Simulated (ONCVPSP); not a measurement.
**What one change does to a pseudopotential (Pt, ONCV)**

ONCVPSP 4.0.1 input, shortened (lines: element, Z, core and valence counts, functional; n l f; lmax; l rc ep ncon nbas qcut; lloc lpopt rc5 dvloc0; l nproj debl; icmod fcfact rcfact), LDA (Perdew-Zunger), scalar-relativistic:

```
  Pt 78.00   10    4        3      upf
    1    0    2.00
    2    0    2.00
    2    1    6.00
    3    0    2.00
    3    1    6.00
    3    2   10.00
    4    0    2.00
    4    1    6.00
    4    2   10.00
    4    3   14.00
    5    0    2.00
    5    1    6.00
    5    2    9.00
    6    0    1.00
    2
    0    1.50    0.00    4    7    8.80
    1    1.70    0.00    4    7   10.10
    2    1.60    0.00    5    9    5.20
    4    5    1.15    4.00
    0    3    2.20
    1    2    3.20
    2    2    1.50
    3    5.25    1.75
```

Change: d: debl 0.3.

Cutoffs: the cutoffs (Ha) at which the residual kinetic energy of the hardest occupied pseudo-wave falls to 1 and 0.1 mHa per electron; they do not see the model core or the augmentation charge, which bear on the density cutoff. Errors are all-electron minus pseudo energies relative to the spin-unpolarised reference configuration.

**Question.** How do hardness, ghosts and transferability respond?

**Answer.** The potential gets neither clearly harder nor softer (35 Ha and 101 Ha → 35 Ha and 101 Ha); a bound ghost appears in d, which as a rule spoils a file; the errors of the 4 common tests hardly move.

| quantity | base | changed |
| --- | --- | --- |
| cutoff, loose | 35 Ha | 35 Ha |
| cutoff, tight | 101 Ha | 101 Ha |
| bound ghosts | none | d |
| GHOST(+) flags under 300 eV | none | none |
| error for 5s2 5p6 5d9 6s0, meV [ΔE 9.54 eV] | -6.1 | -6.1 |
| error for 5s2 5p6 5d8 6s0, meV [ΔE 29.80 eV] | -13 | -13 |
| error for 5s2 5p6 5d7 6s0, meV [ΔE 62.32 eV] | -52 | -53 |
| error for 5s2 5p6 5d6 6s0, meV [ΔE 108.26 eV] | -149 | -150 |
| s: phases at 1.52 bohr within 0.05 rad from the reference energy up to (Ha; the scan ends near 5) | to the end of the scan | to the end of the scan |
| p: phases at 1.72 bohr within 0.05 rad from the reference energy up to (Ha; the scan ends near 5) | to the end of the scan | to the end of the scan |
| d: phases at 1.62 bohr within 0.05 rad from the reference energy up to (Ha; the scan ends near 5) | to the end of the scan | 4.6 |
| rms error of d²Exc/dni dnj with the model core, mHa | 3.18 | 3.18 |

 A true bound ghost makes a file unfit for plane-wave use even where its test errors are small: the radial tests pick states by their node count and pass the ghost by.
